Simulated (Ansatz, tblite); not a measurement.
Removing and adding an electron: B(H2O)F3 (BOF3H2). The state is a singlet with charge 0. Geometry: r2SCAN-D4/def2-SVP. Ansatz, gas phase; energy differences of separate SCF runs; the oxidised species was run as a doublet alone; the reduced species was run as a doublet alone.

```xyz
7

B     0.0613    0.0470    0.7457
O    -0.4086    0.1183   -0.9731
H    -0.4088   -0.8024   -1.2814
H     0.3274    0.5558   -1.4306
F    -0.9266    0.7127    1.3570
F     1.2645    0.6662    0.6731
F     0.0908   -1.2975    0.9093
```

The xTB rows come from tblite. HOMO above LUMO, or a gap near zero within one spin, warns that the state may not be the lowest or that an electron is smeared out.

```json
{"level": "GFN1-xTB", "−HOMO (eV)": "13.97", "vertical IE (eV)": "18.42", "−LUMO (eV)": "5.69", "vertical EA (eV)": "1.26", "HOMO–LUMO gap (eV)": "8.28", "IE − EA (eV)": "17.16", "remarks": "–"}
{"level": "GFN2-xTB", "−HOMO (eV)": "13.47", "vertical IE (eV)": "17.54", "−LUMO (eV)": "2.88", "vertical EA (eV)": "-1.32", "HOMO–LUMO gap (eV)": "10.59", "IE − EA (eV)": "18.86", "remarks": "–"}
{"level": "PBE-D4/def2-TZVP", "−HOMO (eV)": "8.73", "vertical IE (eV)": "12.72", "−LUMO (eV)": "1.22", "vertical EA (eV)": "–", "HOMO–LUMO gap (eV)": "7.52", "IE − EA (eV)": "–", "remarks": "gap within one spin near zero (+1 doublet)"}
{"level": "PBE-D4/def2-TZVPD", "−HOMO (eV)": "8.83", "vertical IE (eV)": "–", "−LUMO (eV)": "1.65", "vertical EA (eV)": "-0.13", "HOMO–LUMO gap (eV)": "7.18", "IE − EA (eV)": "–", "remarks": "HOMO above zero (-1 doublet)"}
{"level": "r2SCAN-D4/def2-TZVP", "−HOMO (eV)": "9.26", "vertical IE (eV)": "13.09", "−LUMO (eV)": "0.43", "vertical EA (eV)": "–", "HOMO–LUMO gap (eV)": "8.83", "IE − EA (eV)": "–", "remarks": "–"}
{"level": "r2SCAN-D4/def2-TZVPD", "−HOMO (eV)": "9.32", "vertical IE (eV)": "–", "−LUMO (eV)": "0.91", "vertical EA (eV)": "-0.26", "HOMO–LUMO gap (eV)": "8.41", "IE − EA (eV)": "–", "remarks": "HOMO above zero (-1 doublet)"}
{"level": "PBE0-D4/def2-TZVP", "−HOMO (eV)": "10.92", "vertical IE (eV)": "13.64", "−LUMO (eV)": "0.29", "vertical EA (eV)": "–", "HOMO–LUMO gap (eV)": "10.63", "IE − EA (eV)": "–", "remarks": "–"}
{"level": "PBE0-D4/def2-TZVPD", "−HOMO (eV)": "10.98", "vertical IE (eV)": "–", "−LUMO (eV)": "0.89", "vertical EA (eV)": "-0.24", "HOMO–LUMO gap (eV)": "10.09", "IE − EA (eV)": "–", "remarks": "HOMO above zero (-1 doublet)"}
```

   A HOMO above zero means that the electron is unbound at that level or that self-interaction error raises the level; the energy of removing that electron tells which. Raw xTB energy differences between charge states are shifted by several eV; the methods need an empirical correction for them. A negative affinity means that the extra electron isn't bound; its size then hangs on the basis.
